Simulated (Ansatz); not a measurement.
`F[CH2][AlH][O][SiH3]` + `COB(O)O` → `COB(O)O[SiH3]` + `[OH][AlH][CH2]F`  (ligand exchange at the Si–O bond)

Gas-phase electronic energies from Ansatz, PBE0-D4/def2-TZVP geometries. CCSD(T)/CBS is the MP2 limit (def2-TZVPP, def2-QZVPP) plus CCSD(T) − MP2 in def2-TZVPP, frozen cores. Functionals use def2-TZVPP. B3LYP here is the variant with VWN-RPA as its local correlation; programs differ in this. Each species was taken in one conformer, which may not be the lowest.

| level | ΔE (kJ/mol) | difference from CCSD(T)/CBS |
| --- | --- | --- |
| PBE0-D4 | 30.8 | 0.6 |
| ωB97M-V | 30.4 | 0.2 |
| B2PLYP | 31.6 | 1.4 |
| r2SCAN | 30.5 | 0.3 |
| PBE0 | 31.2 | 1.0 |
| B3LYP | 31.6 | 1.4 |
| CCSD/def2-TZVPP | 32.5 | 2.3 |
| CCSD(T)/def2-TZVPP | 31.1 | 0.9 |
| HF/CBS(def2) | 38.4 | 8.2 |
| CCSD/CBS(def2) | 31.6 | 1.4 |
| CCSD(T)/CBS | 30.2 | 0 |

Largest T1 diagnostic among the species: 0.012.

In def2-TZVPP, CCSD(T) changes the Hartree–Fock value by −7.2 kJ/mol (the triples alone add −1.4 kJ/mol) and MP2 by −7.0 kJ/mol.
